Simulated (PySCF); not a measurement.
Species: C5H16N2P (charge +1).
Geometry (GFN2-xTB, Å), atoms numbered from 1 in this order:
```
atom  x, y, z in Å
C1     2.0456   -1.2930    0.5786
C2     1.6649    0.1811    0.6534
P3     0.2006    0.5626   -0.3835
C4    -0.1197    2.3511   -0.2842
N5     0.5792    0.0610   -1.9051
N6    -1.2199   -0.2124   -0.0612
C7    -2.0030    0.1739    1.1058
C8    -1.3788   -1.6214   -0.4054
H9     2.2253   -1.6005   -0.4486
H10    2.9534   -1.4677    1.1504
H11    1.2623   -1.9212    0.9947
H12    1.4219    0.4679    1.6802
H13    2.4895    0.8148    0.3191
H14    0.6773    2.8662   -0.8196
H15   -0.1262    2.7076    0.7423
H16   -1.0740    2.5765   -0.7590
H17   -0.1445    0.1851   -2.6029
H18    1.4934    0.3162   -2.2546
H19   -1.7530   -0.4276    1.9832
H20   -1.8489    1.2235    1.3421
H21   -3.0589    0.0227    0.8790
H22   -0.6940   -1.8939   -1.2044
H23   -1.2020   -2.2715    0.4541
H24   -2.4022   -1.7813   -0.7469
```

Computed at PBE0/pcSseg-1 (PySCF, non-relativistic), with Q(14N) = 0.02044 b: N5, 14N (I = 1): χzz = -4.800 MHz, η = 0.071; N6, 14N (I = 1): χzz = -5.388 MHz, η = 0.082.

Problem. Where would the pure quadrupole (NQR) lines of 14N at N5 fall for the rigid, isolated species?

Solution. From ν± = (3/4)|χ|(1 ± η/3) and ν0 = |χ|η/2: ν+ 3.686 MHz, ν− 3.514 MHz, ν0 0.171 MHz (nitrogen bonded to P and 2 H).

Problem. Find the zero-field quadrupole resonance frequencies of 14N at N6.

Solution. From ν± = (3/4)|χ|(1 ± η/3) and ν0 = |χ|η/2: ν+ 4.152 MHz, ν− 3.930 MHz, ν0 0.222 MHz (nitrogen bonded to 2 C and P).

In a crystal, neighbours and librations shift these lines. GFN2-xTB bond lengths can be off by several hundredths of an ångström, more for odd bonds, and the gradients follow them. These gradients aren't converged with respect to the basis.

One conformer stands for the species.
